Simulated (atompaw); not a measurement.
# Building the PAW (atompaw) potential for selenium (PBEsol, scalar-relativistic).

- Element: Se
- Generator: atompaw 4.2.0.5
- Type: PAW
- Functional: PBEsol
- Relativity: scalar-relativistic
- Frozen core: [Ne] 3s2
- Valence charge: 22
- Reference configuration: 3p6 3d10 4s1 4p5
- Partial waves: 4s (bound): rc 1.55 bohr; 4s channel at 0.85 Ry: rc 1.55 bohr; 3p (bound): rc 0.95 bohr; 4p (bound): rc 1.55 bohr; 3d (bound): rc 1.05 bohr; 3d channel at -3.15 Ry: rc 1.05 bohr
- Local potential: troulliermartins scheme with l = 3 at 0 Ry, radius 1.50 bohr
- Core correction: smooth core density matched at 1.35 bohr
- Augmentation charge: sinc compensation charge, radius 1.45 bohr; PAW radius 1.55 bohr; waves and projectors: custom rrkj vanderbiltortho

All-electron outer shells of the reference configuration (PBEsol, scalar-relativistic, ld1.x):

```tsv
shell	level (eV)	outermost node (bohr)	outermost maximum (bohr)
2p	-1414.54	–	0.13
3s	-214.72	0.24	0.50
3p	-154.38	0.21	0.50
3d	-54.71	–	0.45
4s	-18.12	0.70	1.51
4p	-7.13	0.74	1.80
```

Problem. Estimate the cutoffs (Ry, on a coarse ladder) from which the occupation-weighted sum of valence levels, in a spherical-Bessel basis at the reference potential, stays within 10 and 1 mRy of its value at 400 Ry.

Solution. 160 Ry and 260 Ry.

Problem. Does the potential have ghost states?

Solution. No extra level below or beside the all-electron valence levels (s, p, d, f tested).

Problem. Is the overlap operator S = 1 + Σ q|β⟩⟨β| positive definite (Bessel basis up to 400 Ry)?

Solution. Yes: its lowest eigenvalue is 0.39 (s channel).
